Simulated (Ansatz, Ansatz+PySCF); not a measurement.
```yaml
atoms:
  - { symbol: Mo, position_ang: [0.0000, 0.0000, 0.0000] }
  - { symbol: N, position_ang: [0.0000, 0.0000, 1.7014] }
```

Basis set: def2-SVP (spherical functions, with the set's core potentials past Kr). Left uncorrelated: 1 orbital. Correlation on ROHF uses semicanonical orbitals with singles. Charge 0, multiplicity 4.

Computed with Ansatz (development build ahead of 0.2.0); each method stands on the lowest determinant of its kind that the runs found. Restricted functionals stand beside restricted open-shell atoms, which can lie above the unrestricted atoms usual in DFT and then raise those values.

The atomization energy at this shape (free ground-state atoms in the same class of orbitals less the molecule, no zero-point energy) of quartet MoN:

```tsv
method	atomization energy
r²SCAN (unrestricted)	4.90 eV
r²SCAN (restricted open-shell)	4.73 eV
PBE (restricted open-shell)	6.05 eV
ωB97X (unrestricted)	5.16 eV
PBE0 (unrestricted)	4.84 eV
PBE0 (restricted open-shell)	4.68 eV
ROHF-MP2	1.63 eV
UHF-MP2	-0.67 eV
UHF	0.15 eV
ROHF	-1.40 eV
```

(1) What does PBE (unrestricted) give?

## Answers

(1) 6.14 eV. Caution: another spin multiplicity may lie lower. Caution for ωB97X (unrestricted), PBE0 (unrestricted): the unrestricted determinant is spin contaminated. Caution for ROHF-MP2, ROHF: an unrestricted determinant lies well below. Caution for UHF-MP2, UHF: the unrestricted determinant is a mixture of spin states. Caution for ROHF: the molecule lies well above its atoms at this level.
